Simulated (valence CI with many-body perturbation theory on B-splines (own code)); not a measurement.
**E1 line list for Tc³⁰⁺**

Calculated by valence CI with perturbative core correlation (CI+MBPT): three valence electrons over a frozen Dirac-Fock core [Ne], a basis of 11 s, 11 p, 10 d, 8 f, 5 g, 2 h functions for each j, with the one-electron correlation potential Σ1 (screened to all orders), the two-electron term Σ2, the three-electron term Σ3, Breit, model QED; selected single and double excitations, second order for the rest, scaled by the run's own slope (own B-spline code, finite nucleus).

The last digits are not significant, and no measured levels were compared; by estimate large intervals hold to a few tenths of a per cent, small ones and those within an open d or f shell to about a per cent.

Lines 201 to 250 of 582 in falling wavelength, among levels below 61.406 Ry, chosen from the strongest by gf and those to the six lowest levels. Wavelengths and rates use the calculated energies. Electric multipoles are in the length gauge with retardation, E1 and E2 with the static RPA response of the core. Weak lines are less certain than strong ones. Lines between different terms over intervals too small for the method are left out, as are lines whose strength nearly cancels. The highest levels of a list are the least certain.

Names give the largest LS component (configuration and term), which can be under half, so a name can repeat, a term be missing and a line seem to break the LS rules; names also repeat where a configuration has a term twice. Letters in brackets count levels of one name in rising energy.

```
λ vac (Å)                 Upper                 Lower   A (s⁻¹)  S (a.u.) with core polarisation  S without
    111.2            3d3 2H_9/2    3p 3d2 2G°_9/2 [a]  5.57e+09                         3.78e-02   3.86e-02
    111.2            3d3 4F_7/2    3p 3d2 4D°_7/2 [b]  7.92e+09                         4.30e-02   4.39e-02
    111.0         3s 3d2 2F_7/2  3s 3p 3d 2D°_5/2 [b]  1.17e+11                         6.33e-01   6.48e-01
    110.9    3p 3d2 4D°_7/2 [b]     3p2 3d 4F_9/2 [b]  1.72e+10                         9.25e-02   9.47e-02
    110.9    3p 3d2 2P°_3/2 [b]         3s 3d2 2D_5/2  3.56e+10                         9.59e-02   9.81e-02
    110.8    3p 3d2 2D°_3/2 [c]     3p2 3d 2D_3/2 [b]  2.94e+10                         7.90e-02   8.08e-02
    110.7        3d3 2D_5/2 [b]    3p 3d2 2D°_5/2 [c]  4.19e+10                         1.68e-01   1.72e-01
    110.6     3s 3d2 4F_3/2 [a]  3s 3p 3d 2D°_3/2 [a]  1.39e+10                         3.70e-02   3.79e-02
    110.6            3d3 4F_5/2    3p 3d2 2P°_3/2 [a]  2.35e+10                         9.39e-02   9.61e-02
    110.3     3p2 3d 2F_7/2 [b]  3s 3p 3d 2D°_5/2 [a]  2.69e+10                         1.43e-01   1.46e-01
    110.2           3p3 2D°_3/2         3s 3p2 4P_1/2  1.47e+10                         3.88e-02   3.98e-02
    110.1     3p2 3d 2F_5/2 [c]  3s 3p 3d 2D°_5/2 [b]  5.29e+10                         2.09e-01   2.14e-01
    110.0            3d3 4F_7/2    3p 3d2 4D°_5/2 [b]  4.38e+10                         2.30e-01   2.36e-01
    110.0  3s 3p 3d 2D°_3/2 [a]         3s 3p2 2P_1/2  3.23e+10                         8.49e-02   8.70e-02
    109.9    3p 3d2 2G°_7/2 [a]         3p2 3d 2G_7/2  1.45e+10                         7.61e-02   7.79e-02
    109.9     3p2 3d 2P_3/2 [a]      3s 3p 3d 4F°_3/2  2.68e+10                         7.00e-02   7.18e-02
    109.8         3s2 3d 2D_3/2        3s2 3p 2P°_3/2  2.98e+10                         7.80e-02   8.00e-02
    109.7         3s 3d2 4F_5/2  3s 3p 3d 4P°_3/2 [a]  1.81e+10                         7.08e-02   7.25e-02
    109.6    3p 3d2 2D°_5/2 [a]     3p2 3d 2F_7/2 [a]  1.06e+10                         4.14e-02   4.24e-02
    109.6     3p2 3d 2D_3/2 [b]  3s 3p 3d 2F°_5/2 [b]  7.40e+10                         1.92e-01   1.97e-01
    109.5    3p 3d2 4D°_3/2 [b]     3s 3d2 4F_3/2 [b]  2.65e+10                         6.87e-02   7.04e-02
    109.5  3s 3p 3d 4P°_3/2 [b]         3s 3p2 2D_5/2  3.92e+10                         1.01e-01   1.04e-01
    109.4            3d3 4F_9/2    3p 3d2 4D°_7/2 [b]  3.07e+10                         1.98e-01   2.02e-01
    109.3           3d3 2H_11/2       3p 3d2 2H°_11/2  3.24e+10                         2.50e-01   2.56e-01
    109.2    3p 3d2 2D°_5/2 [a]     3p2 3d 2P_3/2 [a]  1.29e+10                         4.99e-02   5.10e-02
    109.2         3s 3d2 4F_5/2      3s 3p 3d 4D°_5/2  1.51e+10                         5.81e-02   5.95e-02
    109.1     3p2 3d 2F_5/2 [c]  3s 3p 3d 2P°_3/2 [a]  3.59e+10                         1.38e-01   1.41e-01
    109.1      3s 3p 3d 4F°_7/2         3s 3p2 4P_5/2  1.30e+10                         6.69e-02   6.83e-02
    109.1    3p 3d2 2F°_7/2 [a]     3p2 3d 2F_7/2 [b]  1.60e+10                         8.19e-02   8.38e-02
    109.1    3p 3d2 2F°_5/2 [b]         3s 3d2 2D_3/2  2.28e+10                         8.77e-02   8.97e-02
    109.1        3p 3d2 4G°_7/2     3p2 3d 2F_5/2 [a]  1.62e+10                         8.33e-02   8.52e-02
    109.1    3p 3d2 2D°_5/2 [b]     3p2 3d 2D_5/2 [b]  4.26e+10                         1.64e-01   1.68e-01
    109.0        3d3 2D_3/2 [a]        3p 3d2 4S°_3/2  1.55e+10                         3.95e-02   4.04e-02
    109.0            3d3 2F_7/2    3p 3d2 2F°_7/2 [b]  1.97e+10                         1.01e-01   1.03e-01
    108.9            3d3 4P_1/2    3p 3d2 4D°_3/2 [b]  3.26e+10                         4.16e-02   4.26e-02
    108.8    3p 3d2 2G°_7/2 [b]         3s 3d2 2G_9/2  8.84e+09                         4.50e-02   4.61e-02
    108.7    3p 3d2 2P°_3/2 [c]     3p2 3d 2F_5/2 [c]  3.40e+10                         8.62e-02   8.82e-02
    108.7    3p 3d2 2F°_5/2 [a]         3s 3d2 4F_7/2  1.46e+10                         5.55e-02   5.68e-02
    108.5    3p 3d2 4D°_7/2 [a]         3p2 3d 4D_5/2  1.77e+10                         8.95e-02   9.15e-02
    108.5     3p2 3d 4F_9/2 [b]      3s 3p 3d 4F°_9/2  2.83e+10                         1.78e-01   1.83e-01
    108.4    3p 3d2 2G°_7/2 [b]         3s 3d2 2G_7/2  2.18e+10                         1.10e-01   1.12e-01
    108.4         3p2 3d 4D_1/2      3s 3p 3d 4F°_3/2  6.66e+10                         8.37e-02   8.58e-02
    108.4         3p2 3d 4D_3/2  3s 3p 3d 4F°_5/2 [b]  2.91e+10                         7.31e-02   7.49e-02
    108.4            3d3 2P_3/2    3p 3d2 2P°_1/2 [a]  2.65e+10                         6.66e-02   6.81e-02
    108.3  3s 3p 3d 2P°_1/2 [a]         3s 3p2 2S_1/2  3.87e+10                         4.86e-02   4.97e-02
    108.2         3p2 3d 4D_3/2           3p3 4S°_3/2  2.82e+10                         7.05e-02   7.22e-02
    108.1           3p3 4S°_3/2         3s 3p2 4P_3/2  4.26e+10                         1.06e-01   1.09e-01
    108.0            3d3 2P_3/2    3p 3d2 2D°_3/2 [b]  1.74e+10                         4.32e-02   4.42e-02
    108.0         3p2 3d 4D_5/2  3s 3p 3d 4F°_5/2 [b]  2.94e+10                         1.10e-01   1.12e-01
    108.0        3d3 2D_3/2 [a]    3p 3d2 2F°_5/2 [a]  2.30e+10                         5.71e-02   5.84e-02
```
